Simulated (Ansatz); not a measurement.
The same ligand exchange along the group B, Al, In.

Computed with Ansatz on PBE0-D4/def2-TZVP structures; ΔE is electronic, products minus reactants. CCSD(T)/CBS adds triple-zeta CCSD(T) − MP2 to the extrapolated MP2 energy (def2 sets, frozen cores). This one scheme is used for every species. DFT in def2-TZVPP. def2 core potentials past Kr. For Br, In outer-core shells are correlated without core-valence functions, which leaves a few kJ/mol of doubt a bond. Scalar relativity is left out up to krypton. Each species was taken in one conformer, which may not be the lowest.

| reaction | ωB97X-V (eV) | ωB97M-V (eV) | CCSD(T)/CBS(def2) (eV) |
| --- | --- | --- | --- |
| `CB(O)Br` + H₂S → `CB(S)Br` + H₂O | 0.69 | 0.70 | 0.61 |
| `[CH3][Al]([OH])[Br]` + H₂S → `[CH3][Al]([SH])[Br]` + H₂O | 0.29 | 0.29 | 0.23 |
| `[CH3][In]([OH])[Br]` + H₂S → `[CH3][In]([SH])[Br]` + H₂O | -0.58 | -0.61 | -0.63 |

Largest T1 diagnostic: 0.013, for `[CH3][In]([OH])[Br]`.
